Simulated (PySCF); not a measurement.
Compound: AlEt2Cl, C₄H₁₀AlCl.
Bonds: Al1–C2, Al1–C9, Al1–Cl16, C2–C3, C9–C10. Hydrogens: H4, H5 on C2; H6, H7, H8 on C3; H11, H12 on C9; H13, H14, H15 on C10.

A GFN2-xTB structure was refined with PBE0-D3(BJ)/def2-SVP geometry optimisation, gas phase in PySCF 2.14.0. Its GFN2-xTB values:

| coordinate | GFN2-xTB |
| --- | --- |
| Al1–C2 | 1.933 Å |
| Al1–C9 | 2.119 Å |
| Al1–Cl16 | 1.968 Å |
| C2–C3 | 1.509 Å |
| C2–H4 | 1.151 Å |
| C3–H6 | 1.141 Å |
| Al1–C2–C3 | 109.9° |
| C2–Al1–C9 | 119.1° |
| C2–Al1–Cl16 | 124.8° |
| C9–Al1–Cl16 | 116.1° |
| C2–Al1–C9–C10 | 151° |
| C9–Al1–C2–C3 | 153° |

Problem. How do these coordinates change at the PBE0-D3(BJ)/def2-SVP level?

Solution. 
```
   coordinate  PBE0-D3(BJ)/def2-SVP (Å or °)  change
       Al1–C9                          1.955  -0.164
     Al1–Cl16                          2.124  +0.156
        C2–H4                          1.105  -0.046
        C3–H6                          1.102  -0.039
       Al1–C2                          1.956  +0.023
        C2–C3                          1.529  +0.020
  C2–Al1–Cl16                          117.1    -7.7
    C2–Al1–C9                          126.5    +7.4
    Al1–C2–C3                          117.0    +7.1
  C9–Al1–Cl16                          116.4    +0.3
C2–Al1–C9–C10                            162     +11
 C9–Al1–C2–C3                            151      -2
```

The energy falls by 19.5 kcal/mol over 13 energy and gradient evaluations, the largest force component goes from 0.0959 to 4.1e-04 Eh/bohr, and the atoms move by 0.133 Å rms after alignment. The bond that changes most is Al1–C9 (ends: aluminium bonded to 2 C and Cl; carbon bonded to Al, C and 2 H), which shortens by 0.164 Å. Bonds longer at the end by more than 0.005 Å: 8 of 15; shorter: 6. Among the dihedrals that turn most is Cl16–Al1–C9–C10, from -31° to -18°. Rotational constants go from 2865, 1377, 965.5 to 2812, 1358, 946.7 MHz.

The run used 142 basis functions and 73 SCF cycles in all. The run took 85 s on Arm Neoverse V2, one thread (shared host), and the process peaked at 0.60 GiB of memory.

No frequency check. The numbers are those of one conformer.
